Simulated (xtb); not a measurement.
Hf(Me)2(H)2 (C2H8Hf), SMILES [CH3][HfH2][CH3], multiplicity 1. All values are semi-empirical tight-binding results from xtb (GFN2-xTB unless named), good for trends rather than for accurate numbers. The structure is a stationary point at GFN2-xTB. The multiplicity is an assumed one; no other spin state was optimised. The structure was generated by enumeration; whether it is a known compound was not checked.

For metal compounds this method's bond lengths and energies can be far off.

Computed properties:
The point group as xtb finds it is C2, the orbital gap is 3.33 eV and the zero-point energy is 47.7 kcal/mol. The G − E(el) at 298.15 K (modified RRHO) is 27.4 kcal/mol.
